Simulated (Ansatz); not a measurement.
```yaml
atoms:
  - { symbol: Cl, position_ang: [0.0000, 0.0000, -2.0175] }
  - { symbol: Mg, position_ang: [0.0000, 0.0000, 0.0000] }
  - { symbol: Cl, position_ang: [0.0000, 0.0000, 2.0175] }
```

Basis set: cc-pVTZ (spherical functions). Left uncorrelated: 11 orbitals. Charge 0, multiplicity 1.

Computed with Ansatz (development build ahead of 0.2.0); each method stands on the lowest determinant of its kind that the runs found. Restricted open shells among the atoms or ions are ROHF, correlated in semicanonical orbitals with singles.

(1) Give the atomization energy at this shape (free ground-state atoms in the same class of orbitals less the molecule, no zero-point energy) of singlet MgCl₂ by RHF-MP2, RHF.

Results:

(1)

```tsv
method	atomization energy
RHF-MP2	184.25 kcal/mol
RHF	147.74 kcal/mol
```

Caution: the shape is not the minimum.
